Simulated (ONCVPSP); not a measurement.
Before and after: ONCV potential for Nb (Z = 41)

ONCVPSP 4.0.1 input, shortened (lines: element, Z, core and valence counts, functional; n l f; lmax; l rc ep ncon nbas qcut; lloc lpopt rc5 dvloc0; l nproj debl; icmod fcfact rcfact), Wu-Cohen, scalar-relativistic:

```
  Nb 41.00    6    3  -118130      upf
    1    0    2.00
    2    0    2.00
    2    1    6.00
    3    0    2.00
    3    1    6.00
    3    2   10.00
    4    0    2.00
    4    1    6.00
    4    2    2.00
    2
    0    1.80    0.00    4    7    7.60
    1    1.30    0.00    5   10    5.30
    2    1.95    0.00    3    7    8.20
    4    5    0.80    4.00
    0    2    1.70
    1    2    1.00
    2    2    2.00
    3    4.25    1.60
```

In the s channel the program set the typed energies aside and used -3.268, 0.050 Ha. In the p channel the program set the typed energies aside and used -2.375, 0.250 Ha.

Change: local potential polynomial inside 0.80 bohr (lpopt 5, dvloc0 1.5 Ha).

Cutoffs: the cutoffs (Ha) at which the residual kinetic energy of the hardest occupied pseudo-wave falls to 1 and 0.1 mHa per electron; they do not see the model core or the augmentation charge, which bear on the density cutoff. Errors are all-electron minus pseudo energies relative to the spin-unpolarised reference configuration.

Task: How do hardness, ghosts and transferability respond?

Result: The potential gets neither clearly harder nor softer (148 Ha and 194 Ha → 148 Ha and 194 Ha); both files keep a bound ghost (s); of the 4 tests that both files solve, the error grows in 1 and shrinks in 1 by more than 15 % and 0.3 meV (median size 11.6 → 2.1 meV); the range in which the s phases agree widens (upper end -1.4 → at the end of the scan).

```tsv
quantity	base	changed
cutoff, loose	148 Ha	148 Ha
cutoff, tight	194 Ha	194 Ha
bound ghosts	s	s
GHOST(+) flags under 300 eV	p at 269.9 eV	p at 256.2 eV
error for 4s2 4p6 4d4 5s1, meV [ΔE -45.35 eV]	+22	+2.7
error for 4s2 4p6 4d4, meV [ΔE -38.71 eV]	+1.2	+1.5
error for 4s2 4p6 4d3, meV [ΔE -24.69 eV]	+1.3	+1.4
error for 4s1 4p6 4d4 5s1, meV [ΔE 18.67 eV]	-129	-122
s: phases at 1.83 bohr within 0.05 rad from the reference energy up to (Ha; the scan ends near 5)	-1.4	to the end of the scan
p: phases at 1.32 bohr within 0.05 rad from the reference energy up to (Ha; the scan ends near 5)	to the end of the scan	to the end of the scan
d: phases at 1.98 bohr within 0.05 rad from the reference energy up to (Ha; the scan ends near 5)	to the end of the scan	to the end of the scan
rms error of d²Exc/dni dnj with the model core, mHa	3.07	3.09
```

 A true bound ghost makes a file unfit for plane-wave use even where its test errors are small: the radial tests pick states by their node count and pass the ghost by.
